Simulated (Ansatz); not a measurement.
The B1–H2 bond of BH3Se (SMILES B[SeH]) is stretched (multiplicity 1, the rest rigid).
Geometry at rest (charge 0, multiplicity 1):
```xyz
5

B      0.4501    -0.0398    -1.5025
H     -0.2892    -0.5600    -2.2704
H      1.4866     0.4372    -1.8194
Se    -0.1317    -0.0109     0.3152
H      1.0302     0.6917     0.8871
```

Correlated levels freeze the cores. Filled d and f shells under p-block atoms count as core.

The values were computed with Ansatz (a program for electronic structure). 

Energies above the point at 1.186 Å (the B3LYP-D3(BJ) bond length), FIC-MRCISD+Q on CASSCF(2,2)/cc-pVTZ (kcal/mol): 5.04 at 1.067 Å; 3.15 at 1.305 Å; 109.00 at 3.795 Å.

### Question
Take the last value as the depth D of a Morse curve D(1 − e^(−a(R − R₀)))², fit a and R₀ to the two near points, and test it at 1.601 and 2.076 Å.

### Answer

With D = 109.0, both near points (counted from the curve's value at 1.186 Å) are met by a = 1.61 Å⁻¹ and R₀ = 1.189 Å, so k = 2Da² = 564 kcal/(mol Å²). The curve then gives 25.6 and 62.9 kcal/mol; the level itself gives 25.6 and 65.4, so Morse is off by 0.0 and -2.5.
